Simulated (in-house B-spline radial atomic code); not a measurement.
Inner-shell binding energies (edges) and X-ray emission energies of free atoms and ions, as differences of relaxed hole-state energies with first-order Breit, QED and recoil terms, without correlation or multiplet splittings, in NIST's listed ground configurations. For neutral atoms such line energies lie within some 1 to 5 eV of tabulated X-ray lines (up to 20 eV for the heaviest). K = 1s, L1 = 2s, M5 = 3d5/2. A dash marks a subshell that is part filled or wasn't run, or a line left out. Computed with a B-spline radial code for spherical atoms: Dirac-Hartree-Fock, average of the configuration, finite nuclei.

| ion | configuration | K edge (eV) | L1 edge (eV) | M5 edge (eV) |
| --- | --- | --- | --- | --- |
| Cu+ | [Ar] 3d10 | 8995.96 | 1116.08 | 17.225 |
| Ga+ | [Ar] 3d10 4s2 | ? | ? | ? |
| Ge+ | [Ar] 3d10 4s2 4p1 | 11122.3 | 1436.65 | 46.328 |
| As+ | [Ar] 3d10 4s2 4p2 | 11886 | 1555.42 | 59.461 |
| Se+ | [Ar] 3d10 4s2 4p3 | 12676.6 | 1679.55 | 73.656 |
| Br+ | [Ar] 3d10 4s2 4p4 | 13494.4 | 1809.04 | 88.893 |
| Kr+ | [Ar] 3d10 4s2 4p5 | ? | ? | ? |
| Rb+ | [Ar] 3d10 4s2 4p6 | 15211.9 | 2084.19 | 122.44 |
| Nb+ | [Kr] 4d4 | ? | ? | ? |
| Mo+ | [Kr] 4d5 | 20014.7 | 2887.53 | - |

(1) Fill in the row of Ga+.

(2) Fill in the row of Kr+.

(3) Fill in the row of Nb+.

Answers

(1) K edge (eV): 10385.5; L1 edge (eV): 1323.24; M5 edge (eV): 34.289.

(2) K edge (eV): 14339.4; L1 edge (eV): 1943.91; M5 edge (eV): 105.16.

(3) K edge (eV): 18998.1; L1 edge (eV): 2716.18.
